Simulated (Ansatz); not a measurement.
The cluster In₃Sb₂⁺, relaxed as a singlet with RKS r2SCAN-D4/def2-SVP in Ansatz, starting from the GFN1-xTB geometry. Force threshold 0.02 eV/Å.

In the def2 sets In, Sb take a core potential; there is no spin–orbit coupling. The structure comes from a short search, and lower isomers may exist.

Start:

```xyz
5

In   -0.510   -0.833    1.988
In   -2.188    1.175   -2.933
In    2.372   -0.901    2.003
Sb    1.250   -0.482   -0.736
Sb   -0.925    1.041   -0.322
```

```csv
step,energy (eV),largest force component (eV/Å),SCF passes
1,-28604.9732,1.061,38
2,-28605.1948,0.364,28
3,-28605.3166,0.234,28
4,-28605.4230,0.212,28
5,-28605.5277,0.258,29
6,-28605.6185,0.192,29
7,-28605.6803,0.086,28
8,-28605.6815,0.087,22
9,-28605.6870,0.058,21
10,-28605.6879,0.009,21
11,-28605.6880,0.009,23
```

Force components are those of the run's own axes.

End:

```xyz
5

In   -0.331   -0.377    2.286
In   -1.179    1.054   -3.108
In    2.740   -1.246    1.548
Sb    0.628   -0.057   -0.728
Sb   -1.859    0.625    0.001
```

Bonds formed: In2–Sb4 (atoms count from 1). The end is the same structure that another start reached, the lowest one found.

The force fell under the threshold at step 10, but the optimiser went on. No frequencies were taken in this run, so the end may be a saddle point.

Hardware: 4 threads of Arm Neoverse V1 on a shared host. Wall time 40 s.
